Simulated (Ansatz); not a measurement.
# GeO (SMILES [O]=[Ge]): methods side by side

GeO has 2 atoms, charge 0, and is taken as a singlet. SMILES: `[O]=[Ge]`. The shape comes from GFN2-xTB, which is rough for such elements, and wasn't checked as a minimum.

| atom | x (Å) | y (Å) | z (Å) |
| --- | --- | --- | --- |
| O | 0.0000 | 0.0000 | 0.0000 |
| Ge | 0.0000 | 0.0000 | 1.5765 |

Quantity: the energy change with the O1–Ge2 bond stretched from 1.576 to 2.434 Å, in eV. The values are calculated.

```csv
level,kind,program,value (eV),less FCI/STO-3G,CPU time (all runs)
HF/STO-3G (restricted),Hartree–Fock,Ansatz,7.44,+2.10,0.3 s
SVWN5/STO-3G (restricted),LDA,Ansatz,7.54,+2.20,5 s
revPBE/STO-3G (restricted),GGA,Ansatz,6.95,+1.61,9.3 s
r2SCAN/STO-3G (restricted),meta-GGA,Ansatz,7.60,+2.26,16 s
PBE0/STO-3G (restricted),global hybrid,Ansatz,8.01,+2.67,5.4 s
CAM-B3LYP/STO-3G (restricted),range-separated hybrid,Ansatz,8.68,+3.34,4.8 s
HSE06/STO-3G (restricted),range-separated hybrid,Ansatz,7.97,+2.63,6.5 s
B2PLYP/STO-3G (restricted),double hybrid,Ansatz,7.23,+1.89,2.6 s
FCI/STO-3G,exact in the basis,Ansatz,5.34,0.00,1.6 s
```

FCI/STO-3G is exact within its basis and frozen core, so for wave-function methods in that basis the difference is their error; functionals converge differently with the basis, so for them it is only a difference. A spin-restricted reference rises too steeply as a bond breaks; here HF/STO-3G, SVWN5/STO-3G, revPBE/STO-3G, r2SCAN/STO-3G, PBE0/STO-3G, CAM-B3LYP/STO-3G, HSE06/STO-3G, B2PLYP/STO-3G lie well above the multireference or unrestricted value. All-electron rows without a relativistic Hamiltonian named are non-relativistic. The first shape isn't each level's own minimum. The values span 5.34 to 8.68 eV. All rows use very small basis sets, so none should be taken for the real molecule's value. In so small a basis fixed costs decide the times, and correlated methods can beat functionals. CPU times are rough (shared hosts, several kinds of processor and program).
